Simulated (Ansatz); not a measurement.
```xyz
10

C     0.0000    0.6763   -1.3334
C     0.0000   -0.6763   -1.3334
C     0.0000    1.5795   -0.1446
C     0.0000   -1.5795   -0.1446
C     0.0000    0.7588    1.1390
C     0.0000   -0.7588    1.1390
H     0.0000    2.7588   -0.1407
H     0.0000   -2.7588   -0.1407
H     0.0000    1.3281    2.1746
H     0.0000   -1.3281    2.1746
```

Basis set: 6-31G* (spherical functions). Left uncorrelated: 6 orbitals. Charge 0, multiplicity 1.

Computed with Ansatz (development build ahead of 0.2.0); each method stands on the lowest determinant of its kind that the runs found. Restricted open shells among the atoms or ions are ROHF, correlated in semicanonical orbitals with singles.

Q: Give the atomization energy at this shape (free ground-state atoms in the same class of orbitals less the molecule, no zero-point energy) of singlet C₆H₄ by RHF-MP2, RHF.

A:

```
 method  atomization energy
RHF-MP2    1067.45 kcal/mol
    RHF     765.12 kcal/mol
```

Caution: in another basis set an unrestricted determinant lies well below; the shape is not the minimum.
